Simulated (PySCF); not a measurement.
Radial density of Te²⁺ (tellurium, charge +2)

M06-L, [Kr] 4d10 5s1 5p2 5d1, one real determinant (an excited configuration). Calculation: PySCF 2.14, in aug-cc-pVTZ-DK3; the spin-free X2C one-electron Hamiltonian (Gaussian nucleus).

```
r (bohr)  4πr²ρ (e/bohr)  4πr²(ρα − ρβ)
  0.0279           62.21         0.0198
  0.0470           61.62         0.0498
  0.0790           85.99         0.0710
   0.133           67.08         0.0016
   0.224           70.50         0.1751
   0.376           42.32         0.0011
   0.632           25.26         0.4356
    1.06           15.65         0.0943
    1.79           3.268         1.9843
    3.01           1.066         1.0570
    5.06          0.1007         0.1007
    8.52        0.001350         0.0013
```

Densities and radii are taken from the X2C orbitals without a picture-change correction, which distorts them close to the nucleus.

⟨L²⟩ = 7.71 against 12 for a pure F term, so this real determinant mixes terms. The outer electron is Rydberg-like, and this basis confines it to a smaller radius and binds it less than a complete one would.
